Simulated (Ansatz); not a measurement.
Stepwise reaction of `C[NH][AlH2]` with hydrogen chloride, as a gas-phase model of exchange steps in deposition or etching. ΔE in kJ/mol; ΔG adds harmonic PBE0-D4 terms to CCSD(T)/CBS, at 1 bar.

Computed with Ansatz on PBE0-D4/def2-TZVP structures; ΔE is electronic, products minus reactants. CCSD(T)/CBS is the MP2 limit (def2-TZVPP, def2-QZVPP) plus CCSD(T) − MP2 in def2-TZVPP, frozen cores. This one scheme is used for every species. DFT in def2-TZVPP. B3LYP here is the variant with VWN-RPA as its local correlation; programs differ in this. Each species was taken in one conformer, which may not be the lowest.

```json
{"step": "1", "reaction": "`C[NH][AlH2]` + HCl → `C[NH][AlH][Cl]` + H₂", "PBE-D4": "-146.4", "B3LYP-D4": "-149.2", "ωB97M-V": "-150.1", "CCSD(T)/CBS": "-152.1", "ΔG(400 K)": "-145.4"}
```

**Question.** Give the row of step 2, `C[NH][AlH][Cl]` + HCl → `C[NH][Al]([Cl])[Cl]` + H₂. (Estimate.)

**Answer.** The calculation gave: 
```csv
step,reaction,PBE-D4,B3LYP-D4,ωB97M-V,CCSD(T)/CBS,ΔG(400 K)
2,`C[NH][AlH][Cl]` + HCl → `C[NH][Al]([Cl])[Cl]` + H₂,-134.8,-137.9,-138.1,-140.6,-134.1
```

**Question.** By hand: ΔE of the 2 steps together at CCSD(T)/CBS.

**Answer.** (-152.1) + (-140.6) = -292.7 kJ/mol, or -146.3 kJ/mol a step.

In ΔE each step is higher than the one before. All are downhill at CCSD(T)/CBS. ΔG lies between -145.4 and -134.1 kJ/mol a step. PBE-D4 differs from CCSD(T)/CBS by 5.7 to 5.8 kJ/mol a step. Isolated molecules leave out the surface, adducts and barriers. Largest T1 diagnostic: 0.012.
